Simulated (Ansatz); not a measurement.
`BC(C)O[SiH3]` + `OC(F)[SiH3]` → `BC(F)[SiH3]` + `CC(O)O[SiH3]`  (redistribution)

Calculated with Ansatz (gas phase, PBE0-D4/def2-TZVP geometries, no zero-point term in ΔE). CCSD(T)/CBS is the MP2 limit (def2-TZVPP, def2-QZVPP) plus CCSD(T) − MP2 in def2-TZVPP, frozen cores. DFT in def2-TZVPP. Each species was taken in one conformer, which may not be the lowest.

CCSD(T)/CBS gives -37.7 kJ/mol.

**Question.** Another level gave -44.8 kJ/mol. Which?
A. HF/def2-TZVPP
B. SCS-MP2/def2-TZVPP
C. r2SCAN-D4/def2-TZVPP
D. ωB97M-V/def2-TZVPP

**Answer.** C. r2SCAN-D4 -44.8, ωB97M-V -39.2, HF/def2-TZVPP -29.5, SCS-MP2/def2-TZVPP -34.8 kJ/mol.

Largest T1 diagnostic among the species: 0.013.

In def2-TZVPP, CCSD(T) changes the Hartree–Fock value by −8.3 kJ/mol (the triples alone add −1.6 kJ/mol) and MP2 by −8.8 kJ/mol.
